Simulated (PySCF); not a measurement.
# State search for LiTl⁺

Unrestricted PBE0; Li def2-SVPD, Tl def2-SVPD with ECP60; scalar-relativistic core potentials (PySCF 2.14). Outer shells of the fragments: Li+ closed shells only; Tl 5d10 6s2 6p1.

Followed along the bond (rough minima from three points):

| 2Ms+1 | unpaired | ⟨S²⟩ at the start | R at minimum (Å) | Te (eV) |
| --- | --- | --- | --- | --- |
| 2 | σ ↑ | 0.75 | 3.32 | 0.00 |
| 2 | π ↑ | 0.75 | 2.97 | 1.24 |
| 4 | σ ↑↑, π ↑ | 3.75 | 3.25 | 6.33 |

Solutions found at the starting distance of 2.815 Å, counted from the lowest of them; the search is not exhaustive and high or unbound solutions are not listed, so other states can lie among these:

```tsv
2Ms+1	unpaired	term	E (eV)	⟨S²⟩	⟨Lz²⟩	μ (D)
2	σ ↑	²Σ⁺	0.00	0.75	0.00	-8.30
2	π ↑	²Π	1.11	0.75	1.00	-8.74
2	δ ↑	²Δ	6.31	0.75	4.00	-11.04
4	σ ↑↑, π ↑	⁴Π	6.32	3.75	1.01	-8.54
4	σ ↑, π ↑↑	⁴Σ⁻	7.42	3.75	0.00	-8.98
4	σ ↑↑↑	⁴Σ⁺	9.49	3.75	0.00	1.41
```

A term symbol is given only where ⟨S²⟩ and ⟨Lz²⟩ are close to those of a pure state; real π, δ and φ orbitals otherwise mix terms. A positive dipole points towards Tl; it is taken about the centre of mass and depends on that origin.

Compare the gap between the two lowest followed solutions at the starting distance with the gap between their minima.

At PBE0 the second solution (doublet, unpaired electrons π ↑) lies +1.11 eV from the first (doublet, unpaired electrons σ ↑) at 2.815 Å and +1.24 eV at the minima; the two curves relax by different amounts, since their minima lie near 2.97 and 3.32 Å.

These are scalar-relativistic numbers at best; spin–orbit coupling would shift them, the dissociation energy most. Counting both spins, an empty level lies below a filled one in some of these solutions, because spin and occupation are held.
